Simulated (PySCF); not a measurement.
AsF2GaH2.

```xyz
6

Ga    -0.7814    -0.0098     0.0000
As     1.5978     0.0630     0.0000
H      1.6133    -0.9913     1.1008
H      1.6133    -0.9913    -1.1008
F     -1.7628     0.0115    -1.4478
F     -1.7628     0.0115     1.4478
```
Charge 0, spin multiplicity 1.

Geometry optimised at r2SCAN-D4/def2-SVP. The structure was generated by enumeration; whether it is a known compound was not checked.

Calculation: B3LYP/pcSseg-1 (PySCF). Non-relativistic, no solvent.

Computed absolute GIAO shielding of each atom: isotropic value and principal components (ppm):
```csv
atom,σ(iso),σ11,σ22,σ33,span
Ga1,1470.7,1262.4,1376.9,1773.0,510.6
As2,1983.8,1825.0,2023.1,2103.3,278.3
H3,29.6,21.8,24.5,42.3,20.5
H4,29.6,21.8,24.5,42.3,20.5
F5,265.7,95.6,290.9,410.7,315.1
F6,265.7,95.6,290.9,410.7,315.1
```
